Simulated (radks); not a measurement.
Spherical quantum dot in the effective-mass picture: electrons in a hard-walled sphere of radius 1.66, with a point charge +2 (a donor) at the centre, all in effective atomic units (hartree* = m*/eps^2 hartree, bohr* = eps/m* bohr), one dielectric constant everywhere. Method: non-relativistic Kohn-Sham, r2SCAN, spin-polarised, spherical densities, generalised Kohn-Sham scheme; computed with a radial shooting solver with Libxc functionals. Levels are named by radial order and angular momentum (1s, 1p, 1d, 2s, ...), and open shells are averaged over m. At N = 16 the configuration is 1s2 1p6 1d(up 5, down 3). Does electron 17 go into 1d down or 2s up or 2s down?

Answer. Into 1d down. The total energies of the other choices lie higher by 0.113 hartree* (2s up), 0.159 hartree* (2s down).
